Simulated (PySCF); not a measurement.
C3H6Cl3Si (doublet state).
Numbering: `[CH3:1][Si:2]([CH3:3])[C:4]([Cl:5])([Cl:6])[Cl:7]` (hydrogens: H8, H9, H10 on C1; H11, H12, H13 on C3)

Geometry (GFN2-xTB, Å), atoms numbered from 1 in this order:
```xyz
13
C3H6Cl3Si angstrom
C      0.4237    1.7656   -0.4228
Si    -0.0015   -0.0635   -0.7254
C     -1.7509   -0.6063   -0.2119
C      1.2369   -1.0980    0.3914
Cl     2.9280   -0.7236    0.0028
Cl     0.9709   -0.7040    2.1265
Cl     0.9847   -2.8428    0.1850
H      1.4523    1.9861   -0.6919
H     -0.2210    2.4200   -1.0004
H      0.2945    2.0096    0.6303
H     -2.5088   -0.0752   -0.7786
H     -1.9121   -0.3971    0.8443
H     -1.9012   -1.6704   -0.3670
```

The hyperfine couplings belong to this conformer and change with its torsions.

Method used: PySCF 2.14.0, UKS B3LYP, pcH-1 on C Cl H Si, non-relativistic, mean-field spin-orbit, GIAO. Isolated species at its GFN2-xTB geometry, gas phase. Couplings are sensitive to structure, and on GFN2-xTB geometries they can be far from those on DFT ones, by a factor of two or more for some ions and for spin on atoms past the first row. The SCF solution wasn't tested for stability.

(1) What are g_iso and the isotropic 29Si coupling of Si2?

(2) For one electron spin and this one nucleus (I = 1/2, g_N = -1.1106), compare first-order, second-order and exact resonance fields at 9.356 GHz.

(3) What g and a would be read from the two outer exact lines by first-order rules?

## Answers

(1) g_iso = 2.00259 and a = -555.92 MHz, or -19.834 mT (Mulliken spin population +0.90). 29Si makes up about 4.7 % of the natural element, so this concerns labelled samples or satellites.

(2) First order: B = B0 − a·mI with B0 = 333.801 mT. Second order subtracts a²[I(I+1) − mI²]/(2B0). The exact fields come from the Breit–Rabi levels of H = g μB B Sz − g_N μN B Iz + a S·I.

```csv
mI,first order (mT),second order (mT),exact (mT),exact − first order
−1/2,323.884,323.589,323.580,-0.304
+1/2,343.718,343.423,343.432,-0.286
```

(3) Their midpoint, 333.506 mT, gives an apparent g of 2.00436 (true 2.00259), and their distance over 2I an apparent |a| of 19.852 mT (true 19.834).

Other couplings of abundant isotopes, left aside here: 6 × 1H 17 MHz, 3 × 35Cl 3 MHz.

Class means assume fast exchange of nuclei equivalent by connectivity; if that motion is slow, each nucleus keeps its own coupling. The six 1H nuclei of mean +17.3 MHz run from -2.2 to 53.7 MHz in the frozen geometry. The three 35Cl nuclei of mean +3.3 MHz run from 0.8 to 8.5 MHz in the frozen geometry.
